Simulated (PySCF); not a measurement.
CH5Si, doublet, at a GFN2-xTB geometry. Base run: CCSD/STO-3G (PySCF).

Input for PySCF:
```python
from pyscf import gto, scf, cc

mol = gto.M(
    atom='''
C    -0.009619    0.085584   -1.207927
Si    0.006934    0.023373    0.684427
H    -0.034321   -0.918997   -1.628565
H    -0.879928    0.618393   -1.581170
H     0.874747    0.582172   -1.597709
H    -1.215595   -0.536052    1.247971
H     1.215737   -0.586242    1.225054
''',
    basis='sto-3g',
    charge=0,
    spin=1,
    verbose=4,
)

mf = scf.UHF(mol)
mf.kernel()

mycc = cc.CCSD(mf)
mycc.kernel()
print('E(CCSD) = %.10f' % mycc.e_tot)
```

Problem. The base was run again with changes. Order these runs by total energy, lowest first: method = cisd | frozen = 5 | method = mp2.

Solution. frozen = 5 (ΔE vs base (mEh) 2.711), method = cisd (ΔE vs base (mEh) 6.482), method = mp2 (ΔE vs base (mEh) 32.966)

Open shells are given as the SCF converged; they aren't shown to be the lowest states, and a large step between rows can be another state.
